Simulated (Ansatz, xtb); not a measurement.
Ligand exchange: CH3Br + NaI → CH3I + NaBr

Species: CH3Br (bromomethane) `CBr`, singlet; NaI (Sodium Iodide), singlet; CH3I (methyl iodide) `CI`, singlet; NaBr, singlet. The partners trade Br for I: C–Br and Na–I bonds give way to C–I and Na–Br.

Shapes, held fixed at every level: PBE0-D4/def2-TZVP. Programs: Ansatz 0.2.0, xtb 6.7.1. The zero-point and thermal change to 298 K, harmonic and unscaled (PBE0-D4/def2-TZVP), is -1.3 kJ/mol.

```json
{"level": "GFN0-xTB", "kind": "semi-empirical", "ΔH(298 K) (kJ/mol)": "-14.4", "less CCSD(T)/def2-TZVPP": "-11.8"}
{"level": "HF/def2-TZVPP", "kind": "Hartree–Fock", "ΔH(298 K) (kJ/mol)": "+5.9", "less CCSD(T)/def2-TZVPP": "+8.5"}
{"level": "B3LYP-D4/def2-TZVPP", "kind": "global hybrid", "ΔH(298 K) (kJ/mol)": "-3.3", "less CCSD(T)/def2-TZVPP": "-0.7"}
{"level": "BHLYP-D4/def2-TZVPP", "kind": "global hybrid", "ΔH(298 K) (kJ/mol)": "0.0", "less CCSD(T)/def2-TZVPP": "+2.6"}
{"level": "r2SCAN0-D4/def2-TZVPP", "kind": "global hybrid", "ΔH(298 K) (kJ/mol)": "+0.4", "less CCSD(T)/def2-TZVPP": "+3.0"}
{"level": "wB97M-V/def2-TZVPP", "kind": "range-separated hybrid", "ΔH(298 K) (kJ/mol)": "-0.9", "less CCSD(T)/def2-TZVPP": "+1.7"}
{"level": "MP2/def2-SVP", "kind": "perturbation theory", "ΔH(298 K) (kJ/mol)": "+4.5", "less CCSD(T)/def2-TZVPP": "+7.1"}
{"level": "CCSD/def2-SVP", "kind": "coupled cluster or CI", "ΔH(298 K) (kJ/mol)": "+4.8", "less CCSD(T)/def2-TZVPP": "+7.4"}
{"level": "CCSD(T)/def2-TZVPP", "kind": "coupled cluster or CI", "ΔH(298 K) (kJ/mol)": "-2.6", "less CCSD(T)/def2-TZVPP": "0.0"}
```

The highest level, CCSD(T)/def2-TZVPP, gives ΔH(298 K) = -2.6 kJ/mol; the levels span -14.4 to +5.9. That is about zero within the method's error. They disagree on the sign: 4 of 9 are positive. The column of differences is taken from that level and isn't an error. No measured value is set beside it here. For atoms past krypton def2 sets carry core potentials with scalar relativity. Relativity is left out for Br. Outer-core shells of Br, I, Na are correlated in most correlated rows, in sets that cover them unevenly.
